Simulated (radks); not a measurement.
Q: A nucleus of charge 56.7 with 56 electrons, configuration [Xe] 6s2. All-electron calculation, Dirac Kohn-Sham, BLYP, spin-unpolarised, spherical densities, finite nucleus; Fermi nuclear charge, rms radius 4.8378 fm. Program: a radial shooting solver on a logarithmic mesh with Libxc functionals. Some entries of the table are withheld. Estimate them.

orbital,occ.,eigenvalue (Ry),r(max) (bohr),<r^2> (bohr^2)
1s1/2,2,-2813.204,0.01618,0.0008639
2s1/2,2,-447.0504,0.09166,0.01373
2p1/2,2,-421.5387,0.06996,0.01009
2p3/2,4,-391.8697,0.07509,0.01136
3s1/2,2,(1),0.2624,0.09419
3p1/2,2,-84.78857,0.2490,0.08901
3p3/2,4,-79.02176,0.2602,0.09668
3d3/2,4,-60.16841,(2),0.07968
3d5/2,6,-58.93568,(3),0.08187
4s1/2,2,-19.43023,0.6134,0.4917
4p1/2,2,-15.48991,0.6243,0.5279
4p3/2,4,-14.26808,0.6485,0.5706
4d3/2,4,-7.81397,0.6741,0.6913
4d5/2,6,-7.60327,0.6821,0.7087
5s1/2,2,-3.11842,1.424,2.783
5p1/2,2,-2.05449,1.559,3.543
5p3/2,4,-1.87580,1.625,3.872
6s1/2,2,-0.52466,3.650,(4)

A: 
(1) 3s1/2 eigenvalue (Ry): -95.53677
(2) 3d3/2 r(max) (bohr): 0.2097
(3) 3d5/2 r(max) (bohr): 0.2128
(4) 6s1/2 <r^2> (bohr^2): 19.01
